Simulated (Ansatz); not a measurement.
SnF3, SMILES [F][Sn]([F])[F], multiplicity 2.

Geometry optimised at r2SCAN-D4/def2-SVP. The spin state was assumed, not searched. The isomer is the one that the SMILES or the coordinates give; other isomers of the formula were not compared. The def2 effective core potentials stand for the cores of Sn; spin–orbit coupling is left out.

Two levels are set side by side: PBE/def2-SVPD (Ansatz, an electronic-structure program) and ωB97X-V/def2-SVPD (Ansatz). Energy differences of separate SCF runs at the same geometry; the states with an electron removed or added have multiplicity 1 and 1. Differences are taken from unrounded values.

```csv
quantity,PBE
vertical ionisation energy (eV),11.18
vertical electron affinity (eV),3.62
```

**Question.** These are the PBE values. What does ωB97X-V give? (Estimate from the structure and the level; the computed values follow.)

**Answer.** 
```tsv
quantity	ωB97X-V	PBE minus ωB97X-V
vertical ionisation energy (eV)	11.60	-0.42
vertical electron affinity (eV)	3.78	-0.17
```
